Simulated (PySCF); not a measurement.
Two species compared at the same levels of theory.

First species: CH5Al2Cl3.
Bonds: Cl1–C2, C2–Al3, Al3–Cl4, Cl4–Al5, Al5–Cl6, Al3–Cl6. Hydrogens: H7, H8 on C2; H9 on Al3; H10, H11 on Al5.

Second species: C₇H₁₄.
SMILES: `CC(C1CC1)(C)C`

Levels: CAM-B3LYP/def2-SVPD for dipole moment, HOMO energy, LUMO energy, HOMO–LUMO gap, static isotropic polarisability and electronic spatial extent ⟨r²⟩ about the centre of nuclear charge; TDDFT CAM-B3LYP/def2-SVPD for lowest singlet excitation; PBE0-D3(BJ)/def2-SVP for rotational constant A and rotational constant C. Geometries: PBE0-D3(BJ)/def2-SVP. Each structure is a single optimised conformer of the isolated species, non-relativistic unless stated. Electronic properties by PySCF.

The conformers computed, where there is a choice (atom-mapped SMILES and torsion angles):
- `[Cl:1][CH2:2][AlH-:3]1[Cl+:4][AlH2-:5][Cl+:6]1`: Cl1–C2–Al3–Cl4 -71°
- `[CH3:1][C:2]([CH3:3])([CH3:4])[CH:5]1[CH2:6][CH2:7]1`: C1–C2–C5–C6 84°

Q: Which has the higher LUMO energy?

A: The second: 1.38 eV against -0.06 eV, a difference of 1.44 eV.

Q: Which has the higher S1 energy?

A: The second: 7.85 eV against 6.26 eV, a difference of 1.59 eV.

Q: Which has the higher HOMO–LUMO gap?

A: The second: 10.68 eV against 9.26 eV, a difference of 1.42 eV.

Q: Which of the two has the higher rotational constant C, and by how much?

A: The second: 1.901 GHz against 0.596 GHz, a difference of 1.305 GHz.

Q: Which has the higher ⟨r²⟩?

A: The first: 1791 bohr² against 842 bohr², a difference of 949 bohr².

Q: Which of the two has the higher dipole moment, and by how much?

A: The first: 1.64 D against 0.07 D, a difference of 1.57 D.

Q: Which of the two has the higher static isotropic polarisability, and by how much?

A: The first: 104.4 au against 82.5 au, a difference of 21.9 au.

Q: Which has the higher rotational constant A?

A: The second: 3.723 GHz against 2.125 GHz, a difference of 1.598 GHz.

On the first: S1 lies 3.00 eV below the HOMO–LUMO gap; its leading configuration is HOMO→LUMO, weight 0.54. The principal polarisabilities are 92.1, 98.6 and 122.6 au; their mean is the isotropic value.

On the second: The polarisability is 12.23 Å³ as a volume (1 au = 0.148185 Å³), or 1.47 au for each of the 56 electrons. S1 lies 2.83 eV below the HOMO–LUMO gap; its leading configuration is HOMO→LUMO, weight 0.66.
